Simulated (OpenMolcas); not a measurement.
# N+, P+, As+, Sb+, Bi+: ns2 np2 down the group

| Item | Value |
| --- | --- |
| Program | OpenMolcas 26.06 |
| Method | CASSCF |
| Basis | ANO-RCC-VQZP |
| Scalar Hamiltonian | DKH2, point nucleus |
| Spin-orbit coupling | RASSI with atomic mean-field integrals over the reference wave functions, term energies averaged over their components |

Active space for each ion: 2 electrons in 3 orbitals (p).

Computed levels in cm-1 above 3P0:

```tsv
Level	N+	P+	As+	Sb+	Bi+
3P1	47.7	144	886	2436	10575
3P2	142	419	2253	5100	15331
1D2	17800	11611	12470	14178	30297
1S0	43858	28329	28375	28312	43690
weight of 3P in the lowest level (%)	100	100	99	97	88
```

Mixed levels, with the weight of the term that names them: Bi+ 3P2 (63 %), Bi+ 1D2 (63 %).

Measured, with the error of the calculation in %. Measured levels: N+, P+, As+, Sb+ from NIST Handbook of Basic Atomic Spectroscopic Data.

```
Level             N+             P+            As+            Sb+
  3P1    48.7 (-2.0)    165 (-12.5)   1063 (-16.7)   3055 (-20.2)
  3P2     131 (+8.6)    469 (-10.7)   2541 (-11.3)    5658 (-9.9)
  1D2  15316 (+16.2)   8882 (+30.7)  10096 (+23.5)  12790 (+10.9)
  1S0  32689 (+34.2)  21576 (+31.3)  22599 (+25.6)  23906 (+18.4)
```

The fine-structure level 3P2 changes by a factor of 108 from N+ to Bi+.

Without spin-orbit coupling 1D lies 17705, 11324, 10743, 9450, 9091 cm-1 above 3P in that order; the difference to the level 1D2, of either sign, comes from spin-orbit coupling, which also lowers the zero.

With the s shell closed, the reference lacks s² → p² mixing. Without dynamic correlation excited terms often stand tens of per cent too high (terms of higher spin than the ground term too low), and those without a measured partner can miss by more than the paired ones (holds for N+; P+; As+). Computed and measured levels are paired by configuration, term and J; levels that our copy of the source lacks, or whose pairing is in doubt (as where it misses far off the trend of its configuration), stay unpaired and out of the deviations. Only configurations of the active space appear.
